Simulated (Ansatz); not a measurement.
Molecular dynamics of CH2BClOS

Input file:

```yaml
crystal:
  periodic: [false, false, false]
  atoms:
    - { symbol: O, position_ang: [-0.556387, -0.101884, 1.348277] }
    - { symbol: B, position_ang: [0.151687, -0.637324, 0.233626] }
    - { symbol: Cl, position_ang: [0.888765, -2.367276, 0.34692] }
    - { symbol: C, position_ang: [0.101394, 0.219663, -1.101638] }
    - { symbol: S, position_ang: [-0.485992, 1.692881, -0.954603] }
    - { symbol: H, position_ang: [-0.488783, 1.019978, 0.687099] }
    - { symbol: H, position_ang: [0.412491, -0.248103, -2.173747] }
magnetization:
  spin_polarized: true
basis:
  gaussian: { orbitals: STO-3G }
hamiltonian:
  xc: b3lyp
  dispersion: d4
md:
  timestep: 0.25
  n_steps: 250
  ensemble: nvt_langevin
  temperature: 400.0
  initial_velocities: maxwell_boltzmann
  seed: 650057
  friction: 0.001
```

Launched with:

```bash
$ ansatz run input.yaml --threads 1 --pin off --max-ram 2048MiB --backend cpu --events-out ev --progress --plain --runs-dir out
```

It goes on from the last frame of an earlier run, with new velocities.

Output, in part (step lines, the closing report, with atoms numbered from 0):

```
md step     0: t =     0.00 fs  T =   342.9 K  F+E_penalty+E_count = -26845.50712608 eV  E_kin = 0.310224 eV  (39 SCF iters)
md step     1: t =     0.25 fs  T =   338.0 K  F+E_penalty+E_count = -26845.49878696 eV  E_kin = 0.305794 eV  (26 SCF iters)
md step     2: t =     0.50 fs  T =   344.1 K  F+E_penalty+E_count = -26845.50449057 eV  E_kin = 0.311311 eV  (27 SCF iters)
md step     3: t =     0.75 fs  T =   369.3 K  F+E_penalty+E_count = -26845.52436651 eV  E_kin = 0.334186 eV  (28 SCF iters)
md step     4: t =     1.00 fs  T =   406.8 K  F+E_penalty+E_count = -26845.55755103 eV  E_kin = 0.368113 eV  (28 SCF iters)
md step     5: t =     1.25 fs  T =   460.7 K  F+E_penalty+E_count = -26845.60308490 eV  E_kin = 0.416883 eV  (28 SCF iters)
md step     6: t =     1.50 fs  T =   525.4 K  F+E_penalty+E_count = -26845.65951815 eV  E_kin = 0.475414 eV  (27 SCF iters)
md step     7: t =     1.75 fs  T =   591.3 K  F+E_penalty+E_count = -26845.72476938 eV  E_kin = 0.534993 eV  (33 SCF iters)
[... lines left out ...]
Total energy: -26846.23253853 eV, -986.5808487610 hartree
Atom 0 at    -0.534504    -0.252701     1.259182 Å, force     0.766849     0.025338     0.788586 eV/Å
Atom 1 at     0.330625    -0.686054     0.285637 Å, force    -3.614956     1.884864     0.960339 eV/Å
Atom 2 at     1.011246    -2.271248     0.381054 Å, force     1.152016    -1.583517     0.073845 eV/Å
Atom 3 at     0.127640     0.202346    -0.965710 Å, force     3.478295    -0.738389    -3.295193 eV/Å
Atom 4 at    -0.655790     1.599029    -0.902649 Å, force    -1.296671     1.354375     0.630973 eV/Å
Atom 5 at    -0.893803     0.706341     0.944366 Å, force     0.447109    -0.795455    -0.427088 eV/Å
Atom 6 at     0.707624    -0.017917    -1.940745 Å, force    -0.932642    -0.147216     1.268538 eV/Å
Dipole moment:    -0.133211     0.543523    -0.179236 e Å
```

The steps, from the saved trajectory:

```tsv
time (fs)	T (K)	potential energy less start (eV)
0.0	343	0.000
2.0	665	-0.289
4.0	1114	-0.717
6.0	918	-0.576
8.0	1214	-0.858
10.0	726	-0.416
12.0	707	-0.369
14.0	1087	-0.743
16.0	851	-0.534
18.0	1017	-0.687
20.0	574	-0.274
22.0	401	-0.133
24.0	817	-0.517
26.0	1072	-0.769
28.0	1186	-0.894
30.0	667	-0.449
32.0	529	-0.294
34.0	552	-0.306
36.0	570	-0.307
38.0	845	-0.549
40.0	885	-0.576
42.0	874	-0.571
44.0	799	-0.534
46.0	596	-0.360
48.0	816	-0.554
50.0	785	-0.536
52.0	924	-0.658
54.0	975	-0.704
56.0	790	-0.533
58.0	833	-0.594
60.0	728	-0.493
62.0	933	-0.672
```

All steps were run. The mean temperature of the second half is 94 % above the set value. A run of 0.062 ps of so small a system gives no equilibrium averages. Limits of this set-up: minimal basis.

The same pairs are bonded in the first frame and the last. It ends as one piece, CH2BClOS. Pairs count as bonded within 1.25 times the sum of covalent radii (0.12 Å more for H–H).

Last frame:

```xyz
7
Properties=species:S:1:pos:R:3
O -0.534 -0.253 1.259
B 0.331 -0.686 0.286
Cl 1.011 -2.271 0.381
C 0.128 0.202 -0.966
S -0.656 1.599 -0.903
H -0.894 0.706 0.944
H 0.708 -0.018 -1.941
```

The run took 22 min on 1 CPU thread of a shared host.
